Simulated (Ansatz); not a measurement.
Cost and result for the atomization energy of CH$_{5}$AlBBrO (10 atoms, 10 bonds).

```xyz
10

B    -0.602   -0.030   -0.963
C    -0.105   -1.220   -0.060
Br   -2.541    0.032   -0.434
O     0.627   -0.998    0.933
Al    0.952    0.841    0.932
H    -0.415   -0.109   -2.142
H    -0.047    1.045   -0.563
H    -0.422   -2.263   -0.199
H     2.417    1.135    0.434
H     0.136    1.569    2.062
```

Charge 0, multiplicity 1. Correlated methods include outer-core shells of Br, which these sets cover unevenly. Scalar relativity is left out up to krypton. The bonds changed during the relaxation, so this is another structure than the one it started from. All single points use the PBE0-D4/def2-TZVP geometry. It is one conformer, not always the lowest. Program: Ansatz. All runs use 4 threads of an Arm Neoverse V1 on a shared host. Times are those of one run each, without the atoms' runs, and a repeat can differ threefold. Electronic energies, without spin–orbit coupling; frozen cores. CCSD(T)/CBS adds CCSD(T) − MP2 in def2-TZVPP to the MP2 limit, and its time is that of the two runs behind it. T1 = 0.013. With those shells the extrapolation isn't a true limit.

CCSD(T)/CBS is a level of theory with its own doubt, some kJ/mol a heavy atom from the limit and from the frozen cores, so smaller differences don't rank the functionals.

```json
{"level": "LDA (SPW92)/def2-TZVPP", "functions": "253", "wall time": "1.7 s", "atomization (kcal/mol)": "930.1", "difference from CCSD(T)/CBS": "116.4", "per bond": "11.6"}
{"level": "revPBE-D4/def2-TZVPP", "functions": "253", "wall time": "2.8 s", "atomization (kcal/mol)": "808.1", "difference from CCSD(T)/CBS": "-5.6", "per bond": "-0.6"}
{"level": "PBE-D4/def2-TZVPP (with forces)", "functions": "253", "wall time": "3.4 s", "atomization (kcal/mol)": "827.8", "difference from CCSD(T)/CBS": "14.1", "per bond": "1.4"}
{"level": "PBE0-D4/def2-TZVPP", "functions": "253", "wall time": "4.4 s", "atomization (kcal/mol)": "813.3", "difference from CCSD(T)/CBS": "-0.4", "per bond": "0.0"}
{"level": "BHLYP-D4/def2-TZVPP", "functions": "253", "wall time": "4.7 s", "atomization (kcal/mol)": "789.8", "difference from CCSD(T)/CBS": "-23.9", "per bond": "-2.4"}
{"level": "r2SCAN-D4/def2-TZVPP (with forces)", "functions": "253", "wall time": "7 s", "atomization (kcal/mol)": "821.3", "difference from CCSD(T)/CBS": "7.6", "per bond": "0.8"}
{"level": "PBE-QIDH/def2-TZVPP", "functions": "253", "wall time": "8.5 s", "atomization (kcal/mol)": "808.6", "difference from CCSD(T)/CBS": "-5.1", "per bond": "-0.5"}
{"level": "CCSD(T)/def2-SVP", "functions": "117", "wall time": "10 s", "atomization (kcal/mol)": "774.5", "difference from CCSD(T)/CBS": "-39.2", "per bond": "-3.9"}
{"level": "ωB97X-V/def2-TZVPP", "functions": "253", "wall time": "11 s", "atomization (kcal/mol)": "815.0", "difference from CCSD(T)/CBS": "1.3", "per bond": "0.1"}
{"level": "B97M-V/def2-TZVPP", "functions": "253", "wall time": "13 s", "atomization (kcal/mol)": "821.2", "difference from CCSD(T)/CBS": "7.5", "per bond": "0.7"}
{"level": "MP2/def2-QZVPP", "functions": "480", "wall time": "32 s", "atomization (kcal/mol)": "820.8", "difference from CCSD(T)/CBS": "7.1", "per bond": "0.7"}
{"level": "CCSD(T)/def2-TZVPP", "functions": "253", "wall time": "4.4 min", "atomization (kcal/mol)": "792.8", "difference from CCSD(T)/CBS": "-20.9", "per bond": "-2.1"}
{"level": "CCSD(T)/CBS(def2)", "functions": "–", "wall time": "4.9 min", "atomization (kcal/mol)": "813.7", "difference from CCSD(T)/CBS": "0.0", "per bond": "0.0"}
```

In def2-TZVPP, CCSD(T) changes the Hartree–Fock value by +192.9 kcal/mol (the triples alone add +13.3 kcal/mol) and MP2 by +208.5 kcal/mol; breaking electron pairs costs correlation energy, which Hartree–Fock lacks. The D4 term adds +9.5 kcal/mol with B3LYP and +5.0 kcal/mol with PBE0; it sums over pairs of atoms, weighted by their polarisabilities, and B3LYP, whose exchange is more repulsive, gets the larger term. Leaving LDA and LC-ωPBE aside and taking each functional with its dispersion term where it has one, the values spread over 38.0 kcal/mol, from BHLYP-D4 to PBE-D4. LDA lies +108.2 kcal/mol from PBE without D4, its usual overbinding.

B3LYP here is the variant with VWN-RPA as its local correlation; programs differ in this.
